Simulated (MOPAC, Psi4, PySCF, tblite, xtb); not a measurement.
Dimer CO ··· H3N (SMILES [C-]#[O+] and N), singlet at R = 2.47 Å between the centres of mass, closest contact 2.14 Å (lowest of the rigid-body minima from ten starts at GFN2-xTB). Geometry in Å and degrees:

```
N
H 1 1.0136
H 1 1.0136 2 107.33
H 1 1.0136 2 107.33 3 -115.10
C 1 2.1434 2 117.76 3 122.20
O 5 1.1249 1 105.87 2 -0.13
```

Computed with: GFN2-xTB (tblite); SAPT0/jun-cc-pVDZ, frozen core (Psi4); PBE0/def2-TZVP, counterpoise-corrected (Psi4); PBE0-D3(BJ)/def2-TZVP, counterpoise-corrected (Psi4); PBE/def2-TZVP, counterpoise-corrected (Psi4); PBE-D3(BJ)/def2-TZVP, counterpoise-corrected (Psi4); wB97X-D/def2-TZVP, counterpoise-corrected (Psi4); HF/aug-cc-pVTZ, counterpoise-corrected (Psi4); MP2/aug-cc-pVTZ = DF-MP2/aug-cc-pVTZ, frozen core, counterpoise-corrected (Psi4 1.11); SCS-MP2/aug-cc-pVTZ = DF-SCS-MP2/aug-cc-pVTZ, frozen core, counterpoise-corrected (Psi4 1.11); MP2/aug-cc-pVDZ = DF-MP2/aug-cc-pVDZ, frozen core, counterpoise-corrected run with Psi4; CCSD/aug-cc-pVDZ = Psi4 with DF-CCSD/aug-cc-pVDZ, frozen core, counterpoise-corrected; CCSD(T)/aug-cc-pVDZ = DF-CCSD(T)/aug-cc-pVDZ, frozen core, counterpoise-corrected in Psi4; PM7, restricted, heats of formation (MOPAC); AM1, restricted, heats of formation (MOPAC); GFN1-xTB (xtb); RKS-B3LYP/6-31G* = PySCF with restricted B3LYP/6-31G*, spherical d, no counterpoise correction; RMP2/6-31G* = PySCF with restricted MP2 (frozen core)/6-31G*, spherical d, no counterpoise correction; RHF/3-21G = restricted Hartree-Fock/3-21G, no counterpoise correction in PySCF; RKS-B3LYP/6-311+G** = restricted B3LYP/6-311+G**, spherical d, no counterpoise correction (PySCF).

Question: What interaction energy does each level give?

Answer: 
```
method                 E_int / kJ/mol
---------------------  --------------
GFN2-xTB                       -22.44
PM7                            -17.57
GFN1-xTB                       -11.61
AM1                             18.26
RHF/3-21G                       30.75
PBE-D3(BJ)/def2-TZVP            33.80
RKS-B3LYP/6-31G*                35.83
PBE/def2-TZVP                   37.74
PBE0-D3(BJ)/def2-TZVP           38.02
PBE0/def2-TZVP                  41.39
SAPT0/jun-cc-pVDZ               44.51
RKS-B3LYP/6-311+G**             45.04
wB97X-D/def2-TZVP               47.49
RMP2/6-31G*                     51.63
MP2/aug-cc-pVTZ                 57.56
SCS-MP2/aug-cc-pVTZ             62.81
CCSD(T)/aug-cc-pVDZ             64.99
MP2/aug-cc-pVDZ                 65.44
CCSD/aug-cc-pVDZ                67.45
HF/aug-cc-pVTZ                  71.27
```
